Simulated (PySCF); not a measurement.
H₄GeS₂, SMILES [SH][GeH2][SH], singlet at its PBE0/def2-SVP optimised geometry (Å):

```
7

Ge    -0.3512    -0.8873     0.0000
S     -1.1855     1.1771     0.0000
S     -0.8987    -2.0218     1.8360
H     -0.9328    -1.5302    -1.2687
H      1.1855    -0.8873     0.0000
H     -0.5829     1.5302     1.1567
H     -2.2296    -1.8847     1.6470
```

Computed with PBE0/def2-TZVP (PySCF). Cells within 0.4 Å of a nucleus heavier than hydrogen are left out (blank, or x).

Map of the deformation density (molecule minus spherical neutral atoms) (e/bohr³) on the plane z = 0.0 Å:

```
|11111111111111111111111111111|
|11111111111111111111111111111|
|11111111111111111111111111111|
|11111111111111111111111111111|
|11111111111111111111111111111|
|11111111111111111111111111111|
|11111111111111111111111111111|
|11111111100111111111111111111|
|11111112211121111111111111111|
|111111234xx121111111111111111|
|111111234xxx11111111111111111|
|1111112342x112111111111111111|
|11111112322332111111111111111|
|11111111234543111111111111111|
|11111111123432111111111111111|
|11111111112210112321111111111|
|111111110000xx025641011111111|
|111111100001xxx26892011111111|
|111111100001xx025652011111111|
|11111111001101113321111111111|
|11111111111100001111111111111|
|11111111111100000111111111111|
|11111111111110001111111111111|
|11111111111111111111111111111|
|11111111111111111111111111111|
|11111111111111111111111111111|
|11111111111111111111111111111|
|11111111111111111111111111111|
|11111111111111111111111111111|
```
Scale: ten equal steps from -0.013 (start of '0') to 0.073 (end of '9'), in the order '0123456789'; x runs from -4.00 to 4.00, y from -4.00 (bottom) to 4.00 (top).
